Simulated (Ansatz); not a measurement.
Ansatz (a quantum-chemistry and plane-wave program) input (RPA@PBE/cc-pV(T+d)Z):
A basis named .json is the Basis Set Exchange file of that set.

Ansatz 0.2 input:
```yaml
crystal:
  periodic: [false, false, false]
  atoms:
    - {symbol: Si, position_ang: [0.13978535, -0.05230180, 0.57272522]}
    - {symbol: Cl, position_ang: [-1.30687380, -0.11801017, -0.92305964]}
    - {symbol: O, position_ang: [0.94110608, 1.38791913, 0.56907792]}
    - {symbol: O, position_ang: [1.26413083, -1.20099805, 0.26040512]}
    - {symbol: H, position_ang: [0.43016624, 2.19803489, 0.65740915]}
    - {symbol: H, position_ang: [2.18779839, -0.95500529, 0.38058720]}
basis:
  gaussian:
    orbitals: cc-pV_T+d_Z.json
hamiltonian:
  xc: pbe
magnetization: {spin_polarized: true, initial_magnetization: 1}
correlation: {method: rpa, electrons: outside_noble_gas}
```

Output:

```
Functional definition: PBE
integrals: 0.25 GiB planned
1004 factors; integrals over basis functions are off by at most 1.0e-3 eV
mean field: 0.69 GiB planned
mean field evaluation 1: about -24507.8347 eV, gradient 6.0e1 eV
mean field evaluation 2: about -24507.8297 eV, gradient 6.0e1 eV
mean field evaluation 4: about -24517.6925 eV, gradient 1.5e1 eV
mean field evaluation 8: about -24518.8932 eV, gradient 2.8e-1 eV
mean field evaluation 16: about -24518.8912 eV, gradient 3.1e-4 eV
mean field evaluation 32: about -24498.5558 eV, gradient 2.8e1 eV
mean field -24518.89116424 eV, -901.0526307845 hartree, gradient 2.6e-6 eV, S^2 0.751711; 2 other end points of the search recorded, 0 dependent functions left out
12 core orbitals not correlated
reference -24476.48607054 eV, -899.4942723343 hartree; 13, 12 occupied and 141, 142 virtual orbitals, 1004 factors
Total energy: -24509.31837658 eV, -900.7008373267 hartree
```

It need not be the lowest isomer of its formula.
